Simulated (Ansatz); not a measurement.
`C[SiH2]B(F)Cl` and `N#CB(F)Cl` differ in one atom or group.

Ansatz, PBE0-D4/def2-TZVP geometries, multiplicity 1. Each molecule was computed in one conformer, which needn't be the lowest.

```
                               property  `C[SiH2]B(F)Cl`
HOMO–LUMO gap (ωB97M-V/def2-TZVPP) / eV            11.05
    HOMO–LUMO gap (PBE/def2-TZVPP) / eV             4.61
  HOMO energy (ωB97M-V/def2-TZVPP) / eV           -10.52
  HOMO–LUMO gap (B3LYP/def2-TZVPP) / eV             6.46
      HOMO energy (PBE/def2-TZVPP) / eV            -7.08
     LUMO energy (PBE0/def2-TZVPP) / eV            -1.53
```

**Question.** What does the change do to each property? (Best estimate.)

**Answer.** The calculation gave: 
| property | `N#CB(F)Cl` | shift |
| --- | --- | --- |
| HOMO–LUMO gap (ωB97M-V/def2-TZVPP) / eV | 11.93 | 0.88 |
| HOMO–LUMO gap (PBE/def2-TZVPP) / eV | 5.05 | 0.44 |
| HOMO energy (ωB97M-V/def2-TZVPP) / eV | -12.44 | -1.92 |
| HOMO–LUMO gap (B3LYP/def2-TZVPP) / eV | 6.94 | 0.48 |
| HOMO energy (PBE/def2-TZVPP) / eV | -8.68 | -1.60 |
| LUMO energy (PBE0/def2-TZVPP) / eV | -2.71 | -1.18 |

With PBE0 the HOMO falls by 1.77 eV and the LUMO falls by 1.18 eV, so the gap widens by about 0.59 eV. PBE moves the HOMO by -1.60 eV and ωB97M-V by -1.92 eV.

B3LYP here is the variant with VWN-RPA as its local correlation; programs differ in this.
